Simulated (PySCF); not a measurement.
# Computed properties of VOCl₂, SMILES [O]=[V+]([Cl])[Cl], charge +1, multiplicity 1

VOCl2, SMILES [O]=[V+]([Cl])[Cl], charge +1, multiplicity 1. Coordinates come from a PBE0-D3(BJ)/def2-SVP optimisation. The spin state was assumed, not searched. The isomer is the one that the SMILES or the coordinates give; other isomers of the formula were not compared. The values are those of a single conformer. All values are computed for the isolated molecule unless a solvent is named; none is compared with measurement here.

**Structure.** The optimised structure has Cs symmetry. All 6 harmonic modes at PBE0-D3(BJ)/def2-SVP (PySCF) are real, so it is a minimum. With heavy atoms numbered as in [V+:1](=[O:2])([Cl:3])[Cl:4], the shortest bond between them is V1–O2 at 1.510 Å and the longest V1–Cl4 at 2.070 Å.

**Vibrations.** The strongest infrared lines (harmonic, unscaled, degenerate partners summed) lie at 1226 cm⁻¹ (125 km/mol, O 76 %, V 24 %), 565 cm⁻¹ (103 km/mol, V 54 %, Cl 45 %), 494 cm⁻¹ (29 km/mol, Cl 68 %, V 31 %). The softest mode is at 142 cm⁻¹ and the zero-point energy is 4.2 kcal/mol.

**Electronic structure.** HF/def2-TZVPD (PySCF) places the frontier levels at -18.52 and -7.21 eV, a gap of 11.31 eV and a mean polarisability of 53.5 bohr³. PBE/def2-TZVPD (PySCF) at the same geometry gives -13.96 and -11.86 eV, so its gap is 9.21 eV narrower. An orbital gap is neither the optical nor the fundamental gap.

**Excitations.** TDA-M06-2X/def2-SVPD (PySCF) has S1 at 3.03 eV (409 nm, f = 0.001, dark); the most intense of the 10 singlets computed lies at 4.31 eV (f = 0.02). T1 (TDA) is at 2.71 eV, 0.32 eV under S1. TDA-PBE/def2-SVPD (PySCF) puts S1 at 2.16 eV.
